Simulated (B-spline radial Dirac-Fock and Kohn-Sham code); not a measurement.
# Elastic scattering of 148 eV electrons by atomic xenon

The computed values come from a B-spline atomic structure program: relativistic (Dirac) partial waves in the static field of the Dirac-Fock atom with Furness-McCarthy exchange, without polarisation or absorption potentials. Below a few hundred eV the neglected polarisation potential matters, most of all at small angles.

```
θ (°)  dσ/dΩ (a₀²/sr)  Sherman function
    0            47.7             0.000
   10            25.1            -0.004
   20            3.56            -0.021
   30            2.21             0.016
   40            2.80             0.036
   50            1.06             0.074
   60         0.00658             0.777
   70           0.594            -0.089
   80            1.36            -0.047
   90            1.13            -0.035
  100           0.352            -0.033
  110         0.00195             0.999
  120           0.221             0.003
  130           0.384            -0.016
  140           0.207            -0.056
  150           0.222            -0.059
  160           0.986            -0.011
  170            2.17            -0.003
  180            2.74             0.000
```

The total elastic cross section is 16.3 a₀², the first transport cross section 7.36 a₀² and the second, weighted with (3/2) sin²θ, 9.02 a₀². The mean deflection is ⟨1 − cos θ⟩ = 0.450, and 16 % of the collisions scatter beyond 90°.

On this grid of angles the cross section has minima near 30°, 60°, 110°, 140°, from interference among the few low partial waves with large phase shifts.

Phase shifts modulo π (rad) for κ = −1 to −5: -1.543, -0.586, -0.019, 0.098, 1.144.
